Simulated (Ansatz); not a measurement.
An input meant for the cluster TiS3⁻ (charge -1, doublet).

```yaml
crystal:
  periodic: [false, false, false]
  atoms:
    - {symbol: Ti, position_ang: [-0.043031, -0.026773, -0.016562]}
    - {symbol: S, position_ang: [0.200338, 0.915894, -1.951395]}
    - {symbol: S, position_ang: [1.015465, -1.862779, 0.430741]}
    - {symbol: S, position_ang: [-1.172772, 0.973657, 1.537216]}
basis:
  gaussian: {orbitals: 6-31G}
total_charge: -1
magnetization: {spin_polarized: true, initial_magnetization: 1}
hamiltonian: {xc: {name: HF}}
correlation: {method: mp2, frozen_orbitals: {Ti: 9}}
accuracy: high
output: {forces: true}
```

```sh
$ ansatz run in.yaml --threads 4 --pin off --events-out ev --progress --plain --max-ram 3916MiB
```

It prints (some lines left out):

```
Functional definition: HF
Error: "frozen_orbitals" has no count for S
```

In this input frozen orbitals are typed for one element alone, and the program wants a count for each (the count typed has to fit that element's core, too). The program refused the input.
